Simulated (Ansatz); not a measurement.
`C[AsH][SiH3]` + `[BH2][AlH][CH3]` → `[BH2][Al]([CH3])[CH3]` + `[SiH3][AsH2]`  (formal exchange of groups at a C–As bond)

Calculated with Ansatz (gas phase, PBE0-D4/def2-TZVP geometries, no zero-point term in ΔE). CCSD(T)/CBS is the MP2 limit (def2-TZVPP, def2-QZVPP) plus CCSD(T) − MP2 in def2-TZVPP, frozen cores. Functionals use def2-TZVPP. For As outer-core shells are correlated without core-valence functions, which leaves a few kJ/mol of doubt a bond. Scalar relativity is left out up to krypton.

```json
{"level": "ωB97M-V", "ΔE (eV)": "-0.37"}
{"level": "MP2/CBS(def2)", "ΔE (eV)": "-0.34"}
```

**Question.** What does CCSD(T)/CBS give? (Estimate.)

**Answer.** Ansatz gave: -0.35 eV. The listed levels differ from it by -0.02, 0.01 eV.

**Question.** What do rigid-rotor, harmonic-oscillator terms from PBE0-D4/def2-TZVP frequencies (298.15 K, 1 bar) make of the CCSD(T)/CBS value? (An estimate is asked.)

**Answer.** The calculation gave: ΔZPE = -0.02 eV, ΔH = -0.36 eV, ΔS = 15 J/(mol·K), ΔG = -0.41 eV. Modes under 50 cm⁻¹ make the entropy rough.

Largest T1 diagnostic among the species: 0.011.

Leaving LDA and LC-ωPBE aside and taking each functional with its dispersion term where it has one, the values, not all of them listed here, spread over 0.09 eV, from r2SCAN-D4 to B97M-V.
